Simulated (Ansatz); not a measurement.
Ansatz (a quantum-chemistry and plane-wave program) input file for C3H3Cl2F, SMILES C(=C(\Cl)F)(/C)Cl, CAM-B3LYP/def2-SVPD. Geometry optimised at TPSSh-D3(BJ)/def2-SVP.

Ansatz 0.2 input:
```yaml
crystal:
  periodic: [false, false, false]
  atoms:
    - {symbol: C, position_ang: [-1.49499437, 1.67983351, 0.00000000]}
    - {symbol: C, position_ang: [-0.34721267, 0.72032192, 0.00000000]}
    - {symbol: Cl, position_ang: [1.24434242, 1.41914140, 0.00000000]}
    - {symbol: C, position_ang: [-0.48550268, -0.61647636, 0.00000000]}
    - {symbol: F, position_ang: [-1.69606700, -1.17866608, 0.00000000]}
    - {symbol: Cl, position_ang: [0.78984147, -1.76533946, -0.00000000]}
    - {symbol: H, position_ang: [-2.44816173, 1.13533231, 0.00000000]}
    - {symbol: H, position_ang: [-1.45105158, 2.32797752, 0.88986354]}
    - {symbol: H, position_ang: [-1.45105158, 2.32797752, -0.88986355]}
basis:
  gaussian:
    orbitals: def2-SVPD
hamiltonian:
  xc: {name: CAM-B3LYP}
```

Log of the run:

```
WARN ansatz: RAYON_NUM_THREADS=1 ignored (pool sized by the plan → 1); use --threads N
Functional definition: CAM-B3LYP
integrals: 0.14 GiB planned
1436 factors; their error is unknown
integrals: 0.16 GiB planned
523 factors; integrals over basis functions are off by at most 2.8e-5 eV
mean field: 1.17 GiB planned
mean field evaluation 1: about -30905.1069 eV, gradient 3.6e1 eV
mean field evaluation 2: about -30905.0891 eV, gradient 3.7e1 eV
mean field evaluation 4: about -30907.9115 eV, gradient 1.9e0 eV
mean field evaluation 8: about -30907.9187 eV, gradient 4.2e-2 eV
mean field evaluation 16: about -30908.0149 eV, gradient 3.4e-5 eV
mean field -30908.01494669 eV, -1135.8485990858 hartree, gradient 3.4e-5 eV, S^2 0.000000; 0 other end points of the search recorded, 0 dependent functions left out
reference -30908.01508114 eV, -1135.8486040267 hartree; 32, 32 occupied and 129, 129 virtual orbitals, 1436 factors
Total energy: -30908.01508114 eV, -1135.8486040267 hartree
```

The calculation finished and met its thresholds.

Cost: about 7 core-seconds (a rough figure).
